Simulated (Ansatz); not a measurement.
The same path of FH₆NO₃Zr (12 atoms, charge 0, multiplicity 1) was run twice with different band settings.

All numbers below come from Ansatz, RKS B3LYP/def2-SVP.

Relaxed end points:

```xyz
12
Properties=species:S:1:pos:R:3
Zr 0.015 0.006 0.293
F -0.202 -0.235 2.220
O 1.822 -0.314 -0.461
H 2.165 -0.993 -1.052
O -1.009 1.479 -0.552
H -1.739 1.492 -1.179
O -0.946 -1.550 -0.362
H -1.442 -2.346 -0.554
N 1.237 1.965 1.158
H 2.204 1.935 0.831
H 0.811 2.824 0.803
H 1.249 2.017 2.178
```

```xyz
12
Properties=species:S:1:pos:R:3
Zr 0.006 0.013 0.286
F -0.293 -0.166 2.209
O 1.832 -0.369 -0.384
H 2.198 -1.083 -0.915
O -0.952 1.481 -0.636
H -1.642 1.488 -1.308
O -0.963 -1.540 -0.361
H -1.473 -2.329 -0.554
N 1.223 1.972 1.156
H 1.929 2.270 0.479
H 0.595 2.763 1.312
H 1.704 1.780 2.037
```

Common settings: climbing image yes; spring 5.0 eV/Å²; optimiser quadratic models (default); start path through a guess of the saddle point; force threshold 0.05 eV/Å; iteration limit 60; end points relaxed.

| run | movable images |
| --- | --- |
| 1 | 7 |
| 2 | 1 |

Question: What does each run give, and how far can it be trusted?

Answer: Run 1: converged after 54 iterations, highest image 0.005 eV above the first end. The top lies less than 8 meV above the higher end, about what the thresholds resolve: the motion is nearly free. A vibrational analysis at the climbing image gives no mode beyond 40i cm⁻¹: the surface is too flat there to confirm a saddle point.
Run 2: converged after 24 iterations, highest image 0.002 eV above the first end. The highest image is an end point: on this band no image between the ends rises above it. So few images can step over the top or miss a turn of the path.
